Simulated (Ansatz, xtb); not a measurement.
C6H5N3: which of two isomers lies lower

Structure a: `Cc1nccc(C#N)n1`, a singlet. Structure b: `Cc1ncc(C#N)cn1`, a singlet. Both are isolated molecules in the gas phase, relaxed with B3LYP/def2-SVP.

a (Å):

```xyz
14

C    -1.4890    1.8995    2.2597
C    -0.6966    0.6345    2.0938
C     0.6888   -0.9301    3.0222
C     0.7549   -1.6267    1.8125
C     0.0189   -1.0749    0.7578
C     0.0123   -1.7125   -0.5426
N    -0.0238    0.1831    3.1672
N     0.0243   -2.2433   -1.5733
N    -0.7017    0.0450    0.8927
H    -2.1163    2.0803    1.3785
H    -2.1096    1.8426    3.1665
H    -0.8040    2.7531    2.3946
H     1.2332   -1.2908    3.9032
H     1.3386   -2.5403    1.6946
```

b (Å):

```xyz
14

C    -0.4751    2.4217    1.5929
C    -0.3464    0.9291    1.6693
C     0.1078   -0.9276    2.9220
C    -0.1603   -1.7583    1.8181
C    -0.0589   -3.1837    1.8964
C    -0.5310   -1.0986    0.6315
N     0.0162    0.3935    2.8465
N     0.0224   -4.3402    1.9606
N    -0.6213    0.2227    0.5604
H     0.1864    2.9036    2.3247
H    -0.2619    2.7752    0.5754
H    -1.5122    2.7134    1.8356
H     0.4050   -1.3615    3.8837
H    -0.7549   -1.6721   -0.2754
```

Quicker runs give these differences E(b) − E(a): GFN2-xTB −2.62 kcal/mol; HF/STO-3G −0.71 kcal/mol (at GFN2-xTB geometries); r2SCAN-D4/def2-SVP −2.23 kcal/mol (at GFN2-xTB geometries).

Q: Estimate E(b) − E(a) at the level CCSD(T)/def2-SVP + ΔMP2/def2-TZVPP.

A: Calculated at CCSD(T)/def2-SVP + ΔMP2/def2-TZVPP: E(b) − E(a) = −1.66 kcal/mol, so structure b lies lower.

The same difference at several levels:

```json
{"level": "GFN2-xTB", "geometry": "GFN2-xTB", "E(b) − E(a) (kcal/mol)": "−2.62", "departure from the last row (kcal/mol)": "−0.96", "job, with rough time for the two": "optimisation, 0.12 s"}
{"level": "HF/STO-3G", "geometry": "GFN2-xTB", "E(b) − E(a) (kcal/mol)": "−0.71", "departure from the last row (kcal/mol)": "+0.95", "job, with rough time for the two": "single point, 0.64 s"}
{"level": "r2SCAN-D4/def2-SVP", "geometry": "GFN2-xTB", "E(b) − E(a) (kcal/mol)": "−2.23", "departure from the last row (kcal/mol)": "−0.57", "job, with rough time for the two": "single point, 8.1 s"}
{"level": "B3LYP/def2-SVP", "geometry": "B3LYP/def2-SVP", "E(b) − E(a) (kcal/mol)": "−1.98", "departure from the last row (kcal/mol)": "−0.33", "job, with rough time for the two": "optimisation, 2.7 min"}
{"level": "HF/def2-SVP", "geometry": "B3LYP/def2-SVP", "E(b) − E(a) (kcal/mol)": "−3.32", "departure from the last row (kcal/mol)": "−1.67", "job, with rough time for the two": "part of the CCSD(T) run"}
{"level": "MP2/def2-SVP", "geometry": "B3LYP/def2-SVP", "E(b) − E(a) (kcal/mol)": "−0.16", "departure from the last row (kcal/mol)": "+1.50", "job, with rough time for the two": "part of the CCSD(T) run"}
{"level": "CCSD(T)/def2-SVP", "geometry": "B3LYP/def2-SVP", "E(b) − E(a) (kcal/mol)": "−1.64", "departure from the last row (kcal/mol)": "+0.01", "job, with rough time for the two": "single point"}
{"level": "CCSD(T)/def2-SVP + ΔMP2/def2-TZVPP", "geometry": "B3LYP/def2-SVP", "E(b) − E(a) (kcal/mol)": "−1.66", "departure from the last row (kcal/mol)": "", "job, with rough time for the two": "single point, 3.8 min"}
```

As drawn, both hold the same kinds of bond in the same numbers.

MP2/def2-SVP finds them nearly level. The largest departure from CCSD(T)/def2-SVP + ΔMP2/def2-TZVPP is that of HF/def2-SVP, 1.67 kcal/mol. A small imaginary or near-zero mode remains, so no thermal terms are given. The last row adds to CCSD(T) the change of the MP2 difference between the two basis sets, here −0.01 kcal/mol.

The correlated steps freeze 9 core orbitals. Programs: Ansatz 0.2.0, xtb 6.7.1; the last row on 2 threads of Arm Neoverse V2 on a shared host.
